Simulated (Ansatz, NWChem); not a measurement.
## Abstraction of Br: GeH3Br + BCl2 → GeH3 + BBrCl2

Species: GeH3Br `[GeH3][Br]`, singlet; BCl2 `Cl[B]Cl`, doublet; GeH3 `[GeH3]`, doublet; BBrCl2 `ClB(Cl)Br`, singlet. A radical takes Br: the energy is the difference in strength between the Ge–Br bond broken and the B–Br bond made.

Shapes, held fixed at every level: PBE0-D4/def2-TZVP. Programs: Ansatz 0.2.0, NWChem 7.3.0. The zero-point and thermal change to 298 K, harmonic and unscaled (PBE0-D4/def2-TZVP), is -2.5 kJ/mol.

```
                             level                   kind  ΔH(298 K) (kJ/mol)  less CCSD(T)/def2-TZVPP
                       HF/def2-SVP           Hartree–Fock               -55.9                    +13.0
              r2SCAN-D4/def2-TZVPP               meta-GGA               -62.3                     +6.6
B3LYP/6-31G* (Cartesian functions)          global hybrid               -69.4                     -0.5
               B3LYP-D4/def2-TZVPP          global hybrid               -66.8                     +2.1
               BHLYP-D4/def2-TZVPP          global hybrid               -62.2                     +6.7
             r2SCAN0-D4/def2-TZVPP          global hybrid               -61.6                     +7.3
                  CCSD(T)/def2-SVP  coupled cluster or CI               -83.2                    -14.3
                CCSD(T)/def2-TZVPP  coupled cluster or CI               -68.9                      0.0
```

The highest level, CCSD(T)/def2-TZVPP, gives ΔH(298 K) = -68.9 kJ/mol; the levels span -83.2 to -55.9. The column of differences is taken from that level and isn't an error. No measured value is set beside it here. Open shells run unrestricted. Relativity is left out for Br, Ge. Outer-core shells of Br, Ge are correlated, in sets that cover them unevenly.
